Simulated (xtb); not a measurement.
C2H4ClNSi, SMILES Cl[Si@H]1C=NC1. All values are semi-empirical tight-binding results from xtb (GFN2-xTB unless named), good for trends rather than for accurate numbers. The structure is a stationary point at GFN2-xTB. The structure was generated by enumeration; whether it is a known compound was not checked.

Optimised geometry:

Bonds (Å): Cl1–Si2 2.012, Si2–C3 1.912, Si2–C5 1.939, Si2–H6 1.457, C3–N4 1.274, C3–H7 1.081, N4–C5 1.467, C5–H8 1.089, C5–H9 1.090. Bond angles (°): Cl1–Si2–C3 120.0, Cl1–Si2–C5 119.0, Cl1–Si2–H6 111.2, C3–Si2–C5 68.0, C3–Si2–H6 116.2, C5–Si2–H6 116.6, Si2–C3–N4 98.1, Si2–C3–H7 140.7, N4–C3–H7 121.1, C3–N4–C5 103.3, Si2–C5–N4 90.5, Si2–C5–H8 118.9, Si2–C5–H9 118.1, N4–C5–H8 110.4, N4–C5–H9 109.8, H8–C5–H9 107.6.
Charge 0, spin multiplicity 1.

| Quantity | Value |
|---|---|
| orbital gap | 2.78 eV |
| dipole moment | 2.07 D |
| zero-point energy | 35.3 kcal/mol |
| G − E(el) at 298.15 K (modified RRHO) | 16.5 kcal/mol |
| static polarisability (D4 model) | 68.3 bohr³ |
| solvation energy, GFN2-xTB/ALPB(water) | -2.7 kcal/mol |
| solvation energy, GFN2-xTB/ALPB(chcl3) | -5.5 kcal/mol |

Problem. Give the atomic charges and the Wiberg bond orders between heavy atoms. (The exact figures need the calculation; the answer reports its results.)

Solution. charges (e) Cl1 -0.21, Si2 0.50, C3 -0.04, N4 -0.23, C5 -0.09, H6 -0.04, H7 0.04, H8 0.03, H9 0.04. Bond orders Cl1–Si2 1.12, Si2–C3 0.87, C3–N4 1.95, Si2–C5 0.86, N4–C5 1.04.
